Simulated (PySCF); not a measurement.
Computed magnetic data of one metal complex (SC-NEVPT2 in the d shell, PySCF, with spin-orbit coupling):

| T / K | χT / cm³ K mol⁻¹ | μeff / μB |
| --- | --- | --- |
| 2 | 0.934 | 2.73 |
| 5 | 0.935 | 2.73 |
| 10 | 0.936 | 2.74 |
| 20 | 0.939 | 2.74 |
| 30 | 0.941 | 2.74 |
| 50 | 0.947 | 2.75 |
| 75 | 0.953 | 2.76 |
| 100 | 0.960 | 2.77 |
| 150 | 0.974 | 2.79 |
| 200 | 0.987 | 2.81 |
| 250 | 1.000 | 2.83 |
| 300 | 1.014 | 2.85 |

Powder magnetisation at 2 K: 0.41 μB at 0.5 T, 0.78 μB at 1 T, 1.33 μB at 2 T, 1.63 μB at 3 T, 1.86 μB at 5 T, 1.91 μB at 7 T.

Which of these complexes, all computed at model or optimised geometries, gave the data?
A. [TcF6]- (d2, octahedral)
B. [Ru(OH)6]2- (d4, octahedral)
C. V(OH)3 (d2, trigonal planar)
D. [VI4]- (d2, tetrahedral)

D. [VI4]- (d2, tetrahedral) has NEVPT2: 2S+1 = 3, 2.85 μB at 300 K, 2.74 μB at 10 K, 1.91 μB at 7 T. The others: [TcF6]- (d2, octahedral) has NEVPT2: 2S+1 = 3, 1.72 μB at 300 K, 1.23 μB at 10 K, 0.41 μB at 7 T; [Ru(OH)6]2- (d4, octahedral) has NEVPT2: 2S+1 = 3, 2.91 μB at 300 K, 0.92 μB at 10 K, 0.13 μB at 7 T; V(OH)3 (d2, trigonal planar) has NEVPT2: 2S+1 = 3, 2.80 μB at 300 K, 2.48 μB at 10 K, 1.20 μB at 7 T.

The d shell alone is too small an active space for [TcF6]- (an active orbital has only 0.61 squared overlap with the free ion's shell): its levels, fitted parameters, g values and moments show what this model gives and aren't sound predictions.

The d shell alone is too small an active space for [Ru(OH)6]2- (an active orbital has only 0.59 squared overlap with the free ion's shell): its levels, fitted parameters, g values and moments show what this model gives and aren't sound predictions.

On [VI4]-: No frequencies were computed for the optimised geometry.
